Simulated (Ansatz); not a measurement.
A nudged elastic band was laid between two geometries of CH5BCl2FN (11 atoms, charge 0, multiplicity 1).

Theory: RKS r2SCAN-D4/def2-SVP (Ansatz 0.2.0).

| Quantity | Value |
| --- | --- |
| movable images | 5 |
| climbing image | yes |
| spring | 5.0 eV/Å² |
| optimiser | quadratic models (default) |
| start path | through a guess of the saddle point |
| force threshold | 0.03 eV/Å |
| iteration limit | 60 |
| end points | relaxed |

Image 0:

```xyz
11
Properties=species:S:1:pos:R:3
B 0.094 -0.257 0.101
F 0.415 0.689 1.029
Cl 1.462 -0.620 -1.083
Cl -1.537 0.031 -0.714
N -0.135 -1.645 0.941
H -0.312 -2.384 0.254
C 0.975 -2.013 1.847
H 1.876 -2.154 1.238
H 1.139 -1.179 2.540
H 0.740 -2.932 2.401
H -1.013 -1.520 1.457
```

Image 6:

```xyz
11
Properties=species:S:1:pos:R:3
B 0.126 -0.780 -0.378
F -0.598 0.392 2.305
Cl 1.588 0.169 -0.614
Cl -1.256 -0.565 -1.455
N 0.022 -1.709 0.678
H -0.791 -2.323 0.659
C 1.085 -2.125 1.585
H 1.558 -3.064 1.253
H 1.854 -1.343 1.623
H 0.690 -2.269 2.602
H -0.573 -0.368 1.753
```

Q: Which bonds break or form, and what moves?

A: Bonds broken: B1–F2, N5–H11. Bonds formed: F2–H11. CH5BCl2FN becomes CH4BCl2N + FH.

Q: What energy profile does the band end with?

A: It converged. The highest image is number 4 of 0 to 6, 41.7 kcal/mol above the first end and 10.4 kcal/mol above the last; the last end lies 31.3 kcal/mol above the first. Neighbouring images differ by up to 1.6 eV, so the band resolves the path poorly. A vibrational analysis at the climbing image gives one clearly imaginary mode, 620i cm⁻¹: a first-order saddle point. The orbitals stay closed-shell, which can raise the energy where a bond breaks towards radicals; this wasn't checked here.

```tsv
image	path coordinate (Å)	energy (kcal/mol)	B1–F2 (Å)	N5–H11 (Å)	F2–H11 (Å)
0	0.00	0.0	1.36	1.03	2.66
1	0.81	0.8	1.37	1.03	2.46
2	1.61	2.5	1.37	1.03	2.31
3	2.42	5.8	1.39	1.03	1.93
4	3.23	41.7	1.85	1.43	1.07
5	4.10	31.8	2.76	1.83	0.94
6	4.97	31.3	3.02	1.82	0.94
```

Q: What is the geometry of the highest image?

A: 
```xyz
11
Properties=species:S:1:pos:R:3
B 0.037 -0.565 -0.049
F -0.606 0.646 1.198
Cl 1.655 0.029 -0.479
Cl -1.234 -0.622 -1.299
N -0.082 -1.577 1.053
H -0.831 -2.245 0.871
C 1.095 -2.208 1.655
H 1.615 -2.875 0.948
H 1.806 -1.434 1.973
H 0.795 -2.789 2.539
H -0.545 -0.343 1.601
```

The run took 4.9 min on 4 threads of Arm Neoverse V1 (shared host), peak memory 0.2 GiB.
